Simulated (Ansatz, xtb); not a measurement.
Molecule: InCl₂ (charge 0, doublet). It need not be the lowest isomer of its formula. 
Geometry from a B3LYP-D3(BJ)/def2-TZVP (Ansatz, an electronic-structure program) optimisation:
SMILES: [Cl][In][Cl]
```xyz
3

In     0.3131    -0.0015     0.3760
Cl     1.1129     0.3574    -1.8430
Cl    -2.0154    -0.3530     0.7594
```
Charge 0, spin multiplicity 2.

Harmonic wavenumbers from GFN2-xTB (xtb, at its own minimum), cm⁻¹: 64, 231, 246.

**Question.** Give the harmonic wavenumbers at B3LYP-D3(BJ)/def2-TZVP (Ansatz, finite differences of forces, unscaled).

**Answer.** 77, 299, 329 cm⁻¹. Zero-point energy 1.0 kcal/mol.

**Question.** From these and the geometry, give the ideal-gas thermochemistry at 298.15 K and 1 atm (rigid rotor, harmonic oscillator).

**Answer.** Point group C2v, rotational symmetry number 2. Rotational constants 8.082, 1.671, 1.385 GHz. S(trans) 41.56, S(rot) 25.87, S(vib) 6.66, S(elec, spin only) 1.38, S 75.5 cal/(mol K). H(298) - H(0) 3.37 kcal/mol; G - E(el) -18.1 kcal/mol.
